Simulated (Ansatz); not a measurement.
Reaction (formal exchange of groups at the Si–Si bond): `[SiH3][SiH]([SiH3])[SiH3]` + `C=O` → `O=C[SiH]([SiH3])[SiH3]` + SiH₄

Computed with Ansatz on PBE0-D4/def2-TZVP structures; ΔE is electronic, products minus reactants. CCSD(T)/CBS adds triple-zeta CCSD(T) − MP2 to the extrapolated MP2 energy (def2 sets, frozen cores). This one scheme is used for every species. DFT in def2-TZVPP. B3LYP here is the variant with VWN-RPA as its local correlation; programs differ in this. One conformer a species, not always the lowest.

`[SiH3][SiH]([SiH3])[SiH3]`:

Z-matrix (Å, degrees):
```
Si
Si 1 2.337
H 1 1.488 2 110.8
H 1 1.488 2 110.8 3 120.8
H 1 1.488 2 109.1 3 -119.6
Si 2 2.337 1 109.6 3 179.7
Si 2 2.337 1 109.6 3 59.4
H 2 1.492 1 109.4 3 -60.5
H 6 1.488 2 110.8 1 -179.7
H 6 1.488 2 109.2 1 -60.1
H 6 1.488 2 110.8 1 59.5
H 7 1.488 2 110.8 1 179.2
H 7 1.488 2 109.2 1 59.6
H 7 1.488 2 110.8 1 -60.0
```

`C=O`:

Z-matrix (Å, degrees):
```
C
O 1 1.195
H 1 1.109 2 122.0
H 1 1.109 2 122.0 3 -180.0
```

`O=C[SiH]([SiH3])[SiH3]`:

Z-matrix (Å, degrees):
```
Si
C 1 1.931
Si 1 2.338 2 108.6
Si 1 2.343 2 106.9 3 -120.7
H 1 1.492 2 108.1 3 122.3
O 2 1.204 1 122.2 3 28.0
H 2 1.116 1 118.3 3 -153.3
H 3 1.488 1 109.1 2 174.7
H 3 1.486 1 110.4 2 54.9
H 3 1.485 1 109.6 2 -66.1
H 4 1.486 1 109.3 2 62.9
H 4 1.488 1 110.5 2 -57.2
H 4 1.487 1 109.8 2 -177.4
```

SiH₄:

Cartesian coordinates in Å:
```
Si 0.000 0.000 0.000
H 1.253 -0.244 0.757
H -1.057 -0.924 0.482
H 0.241 -0.236 -1.446
H -0.437 1.404 0.206
```

| level | ΔE (kJ/mol) | difference from CCSD(T)/CBS |
| --- | --- | --- |
| PBE0-D4 | 35.7 | 6.5 |
| B3LYP-D4 | 24.5 | -4.7 |
| PBE | 29.4 | 0.2 |
| r2SCAN | 27.0 | -2.2 |
| B3LYP | 20.9 | -8.3 |
| HF/def2-TZVPP | 22.3 | -6.9 |
| SCS-MP2/def2-TZVPP | 25.0 | -4.2 |
| CCSD/def2-TZVPP | 29.1 | -0.1 |
| SCS-MP2/def2-QZVPP | 25.1 | -4.1 |
| HF/CBS(def2) | 21.6 | -7.6 |
| CCSD(T)/CBS | 29.2 | 0 |

Largest T1 diagnostic among the species: 0.016.

The D4 term adds +3.6 kJ/mol with B3LYP and +2.1 kJ/mol with PBE0; it sums over pairs of atoms, weighted by their polarisabilities, and B3LYP, whose exchange is more repulsive, gets the larger term. From PBE to PBE0 (25 % exact exchange), in def2-TZVPP and without D4, ΔE moves by +4.2 kJ/mol.

CCSD(T)/CBS has its own doubt, a few kJ/mol and more with outer-core shells, so smaller differences from it don't rank the levels.
